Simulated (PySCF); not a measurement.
BeF₂. Atoms are numbered in the order given.

```xyz
3

Be     0.0000     0.0000     0.0000
F      0.0000     0.0000    -1.3783
F      0.0000     0.0000     1.3783
```
Charge 0, spin multiplicity 1.

Geometry optimised at PBE0-D3(BJ)/def2-TZVP. The isomer is the one that the SMILES or the coordinates give; other isomers of the formula were not compared.

All values below come from PySCF with TDA-PBE0/def2-TZVPD.

Vertical excitations; the highest root listed may be one member of a degenerate set. Isolated molecule, no solvent. State labels are in the subgroup D2h.

Computed lowest excited states:
```
state  symmetry  energy (eV)  λ (nm)      f                                   main pairs
-----  --------  -----------  ------  -----  -------------------------------------------
S1          B2g         9.44     131  0.000                 HOMO−1→LUMO (degenerate set)
S2          B3g         9.44     131  0.000                   HOMO→LUMO (degenerate set)
S3          B2u        10.18     122  0.131                 HOMO−3→LUMO (degenerate set)
S4          B3u        10.18     122  0.131                 HOMO−2→LUMO (degenerate set)
S5           Au        10.83     114  0.000         HOMO→LUMO+2 45 %, HOMO−1→LUMO+1 45 %
S6           Au        10.88     114  0.000  HOMO−1→LUMO+1, HOMO→LUMO+2 (degenerate set)
S7          B1u        10.88     114  0.000  HOMO−1→LUMO+2, HOMO→LUMO+1 (degenerate set)
S8           Ag        11.05     112  0.000                             HOMO−4→LUMO 94 %
S9          B1u        11.22     111  0.023                             HOMO−5→LUMO 77 %
S10          Ag        11.46     108  0.000       HOMO−3→LUMO+1 45 %, HOMO−2→LUMO+2 45 %
T1          B2g         9.20     135      0                 HOMO−1→LUMO (degenerate set)
T2          B3g         9.20     135      0                   HOMO→LUMO (degenerate set)
T3          B2u         9.73     127      0                 HOMO−3→LUMO (degenerate set)
T4          B3u         9.73     127      0                 HOMO−2→LUMO (degenerate set)
```
Triplets are in the Tamm–Dancoff approximation.
